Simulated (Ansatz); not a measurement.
Two isomers of C3H6FNSi: A = `C#CN(C)[SiH2]F`, B = `C=N/C(F)=C/[SiH3]`.

Isolated molecules relaxed with PBE0-D4/def2-TZVP in Ansatz; ΔE leaves out vibrations. CBS: MP2 limit from def2 TZ/QZ plus the TZ coupled-cluster correction, frozen cores. DFT in def2-TZVPP. B3LYP here is the variant with VWN-RPA as its local correlation; programs differ in this. One conformer a species, not always the lowest.

A:

```xyz
12

C    -2.2957    0.4047    1.0008
C    -1.2189    0.1609    0.5237
N    -0.0230   -0.1234   -0.0106
C    -0.0327   -0.8443   -1.2824
Si    1.4117    0.5422    0.6740
F     1.7658    1.9767    0.0661
H    -3.2431    0.6258    1.4286
H    -0.5888   -1.7785   -1.1800
H    -0.4908   -0.2440   -2.0724
H     0.9934   -1.0785   -1.5691
H     1.1967    0.7142    2.1219
H     2.5254   -0.3557    0.2994
```

B:

Z-matrix (Å, degrees):
```
Si
C 1 1.859
H 1 1.486 2 110.9
H 1 1.486 2 111.0 3 120.7
H 1 1.485 2 108.4 3 -119.7
C 2 1.331 1 123.8 3 -59.8
H 2 1.084 1 121.6 3 120.1
N 6 1.374 2 124.5 1 180.0
F 6 1.352 2 119.1 1 -0.0
C 8 1.269 6 119.9 2 -180.0
H 10 1.087 8 118.1 6 180.0
H 10 1.092 8 123.8 6 -0.0
```

Which is lower in electronic energy at CCSD(T)/CBS, and by how much? (Best estimate.)

The calculation gave: A, by 172.5 kJ/mol.

Give E(B) − E(A) in kJ/mol with CCSD/def2-TZVPP, CCSD(T)/def2-TZVPP, B2PLYP, B3LYP, ωB97M-V, B3LYP-D4, PBE-D4. (An estimate is asked.)

Computed: CCSD/def2-TZVPP 169.7, CCSD(T)/def2-TZVPP 163.0, B2PLYP 167.2, B3LYP 152.3, ωB97M-V 161.9, B3LYP-D4 154.5, PBE-D4 131.0. None reverses the order clearly.

Largest T1 diagnostic: 0.014.

From PBE to PBE0 (25 % exact exchange), in def2-TZVPP and without D4, E(B) − E(A) moves by +14.6 kJ/mol.
